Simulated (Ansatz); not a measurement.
```yaml
crystal:
  periodic: [false, false, false]
  atoms:
    - {symbol: C, position_ang: [0.888723, -1.745269, 0.361561]}
    - {symbol: C, position_ang: [0.931213, -0.220220, 0.353422]}
    - {symbol: Si, position_ang: [-0.647220, 0.591362, -0.188072]}
    - {symbol: N, position_ang: [-0.463890, 2.275982, -0.189040]}
    - {symbol: O, position_ang: [-1.136434, 0.179452, -1.696522]}
    - {symbol: Cl, position_ang: [-2.153406, -0.100143, 1.084697]}
    - {symbol: H, position_ang: [0.123291, -2.117072, 1.046038]}
    - {symbol: H, position_ang: [0.663572, -2.139592, -0.632524]}
    - {symbol: H, position_ang: [1.846974, -2.167737, 0.672280]}
    - {symbol: H, position_ang: [1.714961, 0.139892, -0.322630]}
    - {symbol: H, position_ang: [1.187189, 0.159760, 1.349228]}
    - {symbol: H, position_ang: [0.004637, 2.747873, 0.566190]}
    - {symbol: H, position_ang: [-1.158756, 2.862168, -0.622473]}
    - {symbol: H, position_ang: [-1.813655, -0.495754, -1.753354]}
basis:
  gaussian: {orbitals: def2-TZVP, fitting: {mean_field: def2-universal-jkfit}}
hamiltonian: {xc: {name: wB97X-D}, dispersion: d4}
accuracy: high
```

```sh
$ ansatz run in.yaml --threads 2 --pin off --events-out ev --progress --plain --max-ram 32768MiB --backend cpu
```

Shortened log:

```
Error: YAML parse error: error: line 20 column 19: hamiltonian.xc: no functional is named "wB97X-D"; the names, which are not case-sensitive, are SVWN5, SPW92, PBE, PBE0, PBEsol, revPBE, revPBE0, RPBE, rPW86-PBE, HSE06, wPBEh, LC-wPBE, HISS, HF, BLYP, B3LYP, B3LYP5, BHLYP, CAM-B3LYP, r2SCAN, r2SCANh, r2SCAN0, r2SCAN50, m-r2SCAN, B97, wB97, wB97X, wB97X-V, B97M-V, wB97M-V, B2PLYP, B2GP-PLYP, PBE0-DH, PBE-QIDH
18 | basis:
19 |   gaussian: {orbitals: def2-TZVP, fitting: {mean_field: def2-universal-jkfit}}
20 | hamiltonian: {xc: {name: wB97X-D}, dispersion: d4}
21 | accuracy: high
```

In this input the method's name isn't one that the program takes here. The program refused the input.
